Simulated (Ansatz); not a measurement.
Consider the ligand exchange at a B–S bond: `CSBO[SiH3]` + HCl → `[SiH3]OBCl` + CH₃SH.

Gas-phase electronic energies from Ansatz, PBE0-D4/def2-TZVP geometries. CBS: MP2 limit from def2 TZ/QZ plus the TZ coupled-cluster correction, frozen cores. This one scheme is used for every species. One conformer a species, not always the lowest.

| level | ΔE (kJ/mol) |
| --- | --- |
| MP2/def2-SVP | -25.5 |
| HF/CBS(def2) | -34.6 |

Problem. What does CCSD(T)/CBS give? (Estimate.)

Solution. The calculation gave: -18.8 kJ/mol. The listed levels differ from it by -6.7, -15.8 kJ/mol.

Largest T1 diagnostic among the species: 0.013.

Leaving LDA and LC-ωPBE aside and taking each functional with its dispersion term where it has one, the values, not all of them listed here, spread over 9.3 kJ/mol, from BHLYP-D4 to revPBE-D4. LDA lies +5.7 kJ/mol from PBE without D4. At CCSD(T), def2-SVP lies −6.9 kJ/mol from the extrapolated value and def2-TZVPP −0.1 kJ/mol. In def2-TZVPP, CCSD(T) changes the Hartree–Fock value by +15.4 kJ/mol (the triples alone add +2.7 kJ/mol) and MP2 by +15.6 kJ/mol.
